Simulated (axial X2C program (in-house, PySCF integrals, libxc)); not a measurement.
WH⁺: from Re and ωe to a spectrum

A bond curve at the PBE0 level, 2c, was computed with an in-house all-electron X2C program for linear molecules (integrals from PySCF) (basis W dyall-cv3z [13s14p9d7f4g], H dyall-v3z [6s2p1d] (cores contracted in-house)) for the state Ω = 1 (⟨Sz⟩ = 1.97, ⟨Lz⟩ = -0.97 at PBE0). Its fit gives Re = 1.6866 Å, ωe = 2028.8 cm⁻¹, ωexe = 30.8 cm⁻¹ and αe = 1.383e-01 cm⁻¹; the masses are 183.9509 and 1.0078 u. Two-component means X2C with spin–orbit coupling and atomic mean-field Coulomb and Gaunt terms.

(1) Find the reduced mass, Be and the force constant.

(2) Scale the constants to the deuteride (D 2.0141 u) within the Born–Oppenheimer picture.

(3) A Morse curve ties αe to the other constants (Pekeris). How well does that hold?

(4) Where do the fundamental and the first overtone lie?

(5) Estimate the centrifugal constant by the Kratzer relation.

The state is one determinant whose occupation by symmetry is held fixed; it was picked as the lowest of a PBE0 search that is not exhaustive. Density functionals use the spin component along the axis (collinear). PBE0 can misorder states that lie within some tenths of an eV, so this need not be the ground state of the molecule. The nearest other 2c determinant of the search, Ω = 2, lies 0.27 eV up at the distance of the search. The functionals have no current-density term, which raises determinants with orbital currents, atoms included. With several unpaired electrons one determinant need not be a pure state. Open-shell Ω = 0 determinants with evenly filled partner blocks cannot be reached by this program, so the Ω shown need not be the lowest component.

Results:

(1) From the PBE0 values: μ = 1.0023 u. Be = 16.8576/(μ Re²) = 5.912 cm⁻¹. k = 5.8918×10⁻⁷ μ ωe² = 2.43 mdyn/Å.

(2) ρ = √(μH/μD) = 0.7093; ωe = 1439.0, ωexe = 15.5, Be = 2.975 cm⁻¹; the zero-point energy falls by 291 cm⁻¹.

(3) αe(Morse) = 6Be²/ωe × (√(ωexe/Be) − 1) = 1.326e-01 cm⁻¹; the PBE0 curve gives 1.383e-01 cm⁻¹, a ratio of 0.96.

(4) ν(1←0) = ωe − 2ωexe = 1967.2 cm⁻¹; ν(2←0) = 2ωe − 6ωexe = 3872.8 cm⁻¹.

(5) D = 4Be³/ωe² = 2.01e-04 cm⁻¹.
